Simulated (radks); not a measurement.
Values are calculated unless marked as measured or tabulated.
Problem. Orbital eigenvalues (eV) of the magnesium ion Mg+, [Ne] 3s1, of relativity; Dirac values are averaged over j with weights 2j + 1. Spin-unpolarised spherical Kohn-Sham, LDA (Slater exchange, Perdew-Wang correlation), point nucleus unless stated (finite: rms radius 3.057 fm), a radial shooting solver on a logarithmic mesh with Libxc functionals. A level marked "c x" has the speed of light scaled by that factor.

shell  non-rel.
1s      -1260.2
2s      -88.105
2p      -55.853
3s      -11.503

Give the values at the level "Dirac, finite nucleus".

Solution. 
shell  Dirac, finite nucleus  change of magnitude (%)
1s                   -1262.6                    +0.19
2s                   -88.404                    +0.34
2p                   -55.819                    -0.06
3s                   -11.521                    +0.16
